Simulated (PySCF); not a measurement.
C₈H₇ClO₂.
SMILES with atom numbers: `[CH3:1][c:2]1[cH:3][cH:4][c:5]([C:6](=[O:7])[OH:8])[c:9]([Cl:10])[cH:11]1`

Cartesian coordinates in Å at the GFN2-xTB level; atoms count from 1:
```
atom  x, y, z in Å
C1     2.9708   -0.2764    0.2691
C2     1.4848   -0.1439    0.1678
C3     0.8701   -0.0004   -1.0750
C4    -0.4973    0.1258   -1.1700
C5    -1.3078    0.1157   -0.0308
C6    -2.7736    0.2515   -0.1731
O7    -3.5813    0.2589    0.7201
O8    -3.1582    0.3740   -1.4588
C9    -0.6884   -0.0254    1.2155
Cl10  -1.5921   -0.0504    2.6761
C11    0.6906   -0.1528    1.3037
H12    3.4479    0.6648   -0.0024
H13    3.3318   -1.0408   -0.4161
H14    3.2713   -0.5373    1.2798
H15    1.4744    0.0104   -1.9699
H16   -0.9684    0.2336   -2.1341
H17   -4.1235    0.4600   -1.4923
H18    1.1400   -0.2610    2.2786
```

NICS is the negative of the GIAO shielding at a point without a nucleus: at the ring centre (0) and 1 Å above and below it (1); zz is the component along the ring normal. Level: GIAO PBE0/pcSseg-1 (PySCF, non-relativistic, gas phase) on the GFN2-xTB geometry, one conformer.

Ring bond lengths (Å), with Mayer bond orders in brackets: C2–C3 1.394 (1.37), C3–C4 1.377 (1.47), C4–C5 1.398 (1.36), C5–C9 1.399 (1.30), C9–C11 1.388 (1.36), C11–C2 1.386 (1.40).

Task: Give the NICS values of each ring in ppm.

Result: 
| ring | type | NICS(0) | NICS(1), two faces | NICS(1)zz, two faces | rms pucker (Å) | centre to ring atoms, mean (Å) |
| --- | --- | --- | --- | --- | --- | --- |
| C2–C3–C4–C5–C9–C11 | 6-membered carbocycle; formal bonds all aromatic | -8.4 | -10.6 / -10.6 | -24.6 / -24.8 | 0.00 | 1.39 |

Task: What can be read from them?

Result: 
- C2–C3–C4–C5–C9–C11: mean NICS(1)zz -24.7 ppm, shielded. The ring is flat and has no four-coordinate atom; by the NICS criterion it is aromatic.

Task: And the bond-length index? HOMA = 1 − mean of α(R − Ropt)² over the ring bonds, with Krygowski's 1993 parameters (CC: Ropt 1.388 Å, α 257.7 Å⁻²).

Result: 
- C2–C3–C4–C5–C9–C11: HOMA 0.98 = 1 − EN − GEO, with mean bond length 1.390 Å, EN = α(Ropt − mean)² = 0.001 and GEO = α × variance = 0.016. The geometric and the magnetic index point the same way.

Task: What field does 1 T along the ring normal induce along that normal at the first NICS(1) probe listed for ring C2–C3–C4–C5–C9–C11, 1 Å off the ring?

Result: NICSzz × B0 = -24.6 ppm × 1 T = -25 μT, against the applied field.

Task: Give the inner angles of the rings and the Hirshfeld charges of the ring atoms.

Result: 
- C2–C3–C4–C5–C9–C11: C2 118.6° (+0.027 e), C3 120.6° (-0.053 e), C4 121.3° (-0.039 e), C5 118.0° (-0.036 e), C9 120.4° (+0.027 e), C11 121.1° (-0.064 e); sum 720.0° against 720° for a flat convex ring.

On one thread, Arm Neoverse V2, on a shared host, this took 54 s of wall time (with the writing of density and orbital grids). This is the whole shielding run at PBE0/pcSseg-1, SCF included.
